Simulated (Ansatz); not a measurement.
Program: Ansatz. Geometries: PBE0-D4/def2-TZVP. ΔE: electronic, gas phase. CBS: MP2 limit from def2 TZ/QZ plus the TZ coupled-cluster correction, frozen cores. DFT in def2-TZVPP. One conformer a species, not always the lowest.

Reaction (substitution at a C–C bond): `CCCc1ccccc1` + `O[SiH](F)S` → `CO[SiH](F)S` + `CCc1ccccc1`

`CCCc1ccccc1`:

Z-matrix (Å, degrees):
```
C
C 1 1.518
H 1 1.094 2 111.0
H 1 1.092 2 111.3 3 119.9
H 1 1.092 2 111.2 3 -119.9
C 2 1.530 1 113.5 3 -59.6
H 2 1.095 1 109.6 3 178.5
H 2 1.095 1 109.7 3 62.0
C 6 1.501 2 113.1 1 -63.7
H 6 1.095 2 109.2 1 58.3
H 6 1.095 2 108.9 1 174.5
C 9 1.391 6 121.4 2 101.7
C 9 1.393 6 120.4 2 -76.7
C 12 1.387 9 121.0 6 -178.2
H 12 1.085 9 119.2 6 1.9
C 13 1.385 9 121.0 6 178.2
H 13 1.086 9 119.3 6 -2.1
C 14 1.386 12 120.1 9 -0.1
H 14 1.084 12 119.8 9 -179.9
H 16 1.084 13 119.8 9 179.7
H 18 1.084 14 120.3 12 -179.8
```

`O[SiH](F)S`:

Cartesian coordinates in Å:
```
O 1.256 0.135 1.084
Si -0.203 -0.014 0.386
F -0.644 -1.537 0.228
S -0.121 0.825 -1.564
H 2.033 -0.117 0.582
H -1.170 0.622 1.294
H -1.151 0.086 -2.009
```

`CO[SiH](F)S`:

Cartesian coordinates in Å:
```
C 1.212 0.366 1.043
O 0.016 -0.253 0.606
Si -0.486 -0.291 -0.937
F -0.451 1.203 -1.501
S -2.427 -1.111 -0.988
H 1.277 0.241 2.124
H 2.090 -0.099 0.584
H 1.212 1.435 0.809
H 0.386 -1.087 -1.825
H -2.828 -0.405 0.084
```

`CCc1ccccc1`:

Z-matrix (Å, degrees):
```
C
C 1 1.525
H 1 1.093 2 111.2
H 1 1.093 2 110.9 3 -120.3
H 1 1.093 2 110.9 3 120.3
C 2 1.501 1 112.3 3 180.0
H 2 1.094 1 109.5 3 -58.3
H 2 1.094 1 109.5 3 58.3
C 6 1.392 2 120.8 1 -88.8
C 6 1.392 2 120.8 1 89.1
C 9 1.386 6 121.0 2 177.8
H 9 1.086 6 119.3 2 -2.5
C 10 1.386 6 121.0 2 -177.8
H 10 1.086 6 119.3 2 2.5
C 11 1.387 9 120.1 6 0.0
H 11 1.084 9 119.8 6 179.7
H 13 1.084 10 119.8 6 -179.7
H 15 1.084 11 120.3 9 179.8
```

```tsv
species	LC-ωPBE energy (Eh)
`CCCc1ccccc1`	-350.06898
`O[SiH](F)S`	-864.51209
`CO[SiH](F)S`	-903.79399
`CCc1ccccc1`	-310.76539
```

Work out ΔE.

ΔE = (-903.79399) + (-310.76539) − (-350.06898) − (-864.51209) = 0.02169 Eh = +56.9 kJ/mol. CCSD(T)/CBS gives +61.9 kJ/mol.

Largest T1 diagnostic among the species: 0.012.

In def2-TZVPP, CCSD(T) changes the Hartree–Fock value by +15.9 kJ/mol (the triples alone add +1.5 kJ/mol) and MP2 by +22.5 kJ/mol. From BLYP to BHLYP (50 % exact exchange), in def2-TZVPP and without D4, ΔE moves by +4.4 kJ/mol. At CCSD(T), def2-SVP lies −10.9 kJ/mol from the extrapolated value and def2-TZVPP −2.1 kJ/mol.
